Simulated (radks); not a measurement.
Isoelectronic series with 6 electrons, all held in the configuration [He] 2s2 2p2, which need not be the ground one along the series. All-electron calculation, non-relativistic Kohn-Sham, PBE, spin-polarised, spherical densities, point nucleus; open shells are filled with parallel spins first (spin-orbit coupling, left out, can overturn this in heavy ions). Program: a radial shooting solver on a logarithmic mesh with Libxc functionals. Total energies (hartree) and screening constants sigma, defined by e = -(Z - sigma)^2 / (2 n^2) hartree (* marks an orbital that is empty in some or all of the ions):

[
 {"ion": "O2+", "E (hartree)": "-73.19357", "2p down*": "4.557", "2p up": "4.359", "2s down": "3.966", "2s up": "3.798", "1s down": "1.609"},
 {"ion": "Si8+", "E (hartree)": "-251.50366", "2p down*": "4.354", "2p up": "4.180", "2s down": "3.829", "2s up": "3.683", "1s down": "1.685"},
 {"ion": "Cl11+", "E (hartree)": "-381.17462", "2p down*": "4.321", "2p up": "4.150", "2s down": "3.804", "2s up": "3.662", "1s down": "1.699"},
 {"ion": "Ca14+", "E (hartree)": "-537.84912", "2p down*": "4.300", "2p up": "4.131", "2s down": "3.788", "2s up": "3.648", "1s down": "1.709"},
 {"ion": "V17+", "E (hartree)": "-721.52565", "2p down*": "4.286", "2p up": "4.118", "2s down": "3.776", "2s up": "3.638", "1s down": "1.716"},
 {"ion": "Fe20+", "E (hartree)": "-932.20345", "2p down*": "4.275", "2p up": "4.108", "2s down": "3.768", "2s up": "3.631", "1s down": "1.721"},
 {"ion": "Cu23+", "E (hartree)": "-1169.88211", "2p down*": "4.267", "2p up": "4.100", "2s down": "3.761", "2s up": "3.625", "1s down": "1.724"},
 {"ion": "Ge26+", "E (hartree)": "-1434.56136", "2p down*": "4.261", "2p up": "4.094", "2s down": "3.756", "2s up": "3.621", "1s down": "1.728"},
 {"ion": "Br29+", "E (hartree)": "-1726.24105", "2p down*": "4.255", "2p up": "4.089", "2s down": "3.752", "2s up": "3.617", "1s down": "1.730"},
 {"ion": "Sr32+", "E (hartree)": "-2044.92107", "2p down*": "4.251", "2p up": "4.085", "2s down": "3.748", "2s up": "3.614", "1s down": "1.732"},
 {"ion": "Nb35+", "E (hartree)": "-2390.60134", "2p down*": "4.247", "2p up": "4.082", "2s down": "3.745", "2s up": "3.612", "1s down": "1.734"},
 {"ion": "Ru38+", "E (hartree)": "-2763.28181", "2p down*": "4.244", "2p up": "4.079", "2s down": "3.743", "2s up": "3.610", "1s down": "1.735"},
 {"ion": "Ag41+", "E (hartree)": "-3162.96244", "2p down*": "4.242", "2p up": "4.076", "2s down": "3.741", "2s up": "3.608", "1s down": "1.737"},
 {"ion": "Sn44+", "E (hartree)": "-3589.64320", "2p down*": "4.239", "2p up": "4.074", "2s down": "3.739", "2s up": "3.606", "1s down": "1.738"},
 {"ion": "I47+", "E (hartree)": "-4043.32407", "2p down*": "4.237", "2p up": "4.072", "2s down": "3.737", "2s up": "3.605", "1s down": "1.739"},
 {"ion": "Ba50+", "E (hartree)": "-4524.0050", "2p down*": "4.235", "2p up": "4.071", "2s down": "3.736", "2s up": "3.603", "1s down": "1.740"}
]
